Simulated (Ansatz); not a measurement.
CH5InO2, SMILES `O[CH2][InH][OH]` at its PBE0-D4/def2-TZVP geometry, where that method's forces vanish. Total charge 0; spin multiplicity 1. In: def2 effective core potential.

| atom | x (Å) | y (Å) | z (Å) |
| --- | --- | --- | --- |
| O1 | -0.218 | 1.444 | -0.922 |
| C2 | -0.833 | 0.978 | 0.251 |
| In3 | 0.206 | -0.805 | 0.889 |
| O4 | 1.039 | -1.049 | -0.934 |
| H5 | 0.241 | 0.707 | -1.351 |
| H6 | -0.794 | 1.758 | 1.015 |
| H7 | -1.890 | 0.726 | 0.092 |
| H8 | 0.601 | -1.989 | 2.052 |
| H9 | 1.648 | -1.770 | -1.092 |

Q: For each bond, give half the difference of the two atoms' forces along it (eV/Å; positive pushes the atoms apart) under PBE-D4, r2SCAN-D4, B3LYP-D4, ωB97M-V in def2-TZVPP. (Best estimate.)

A: Computed: 
```tsv
bond	length (Å)	PBE-D4	r2SCAN-D4	B3LYP-D4	ωB97M-V
O1–C2	1.403	0.19	0.23	0.27	0.41
O1–H5	0.969	0.39	-0.03	-0.07	-0.16
C2–In3	2.160	0.07	0.03	0.20	-0.07
C2–H6	1.093	0.11	-0.04	-0.17	-0.14
C2–H7	1.099	0.09	-0.04	-0.15	-0.14
In3–O4	2.019	0.31	0.10	0.26	-0.01
In3–H8	1.705	-0.07	-0.08	-0.11	-0.07
O4–H9	0.957	0.41	0.06	-0.03	-0.06
```

B3LYP here is the variant with VWN-RPA as its local correlation; programs differ in this.
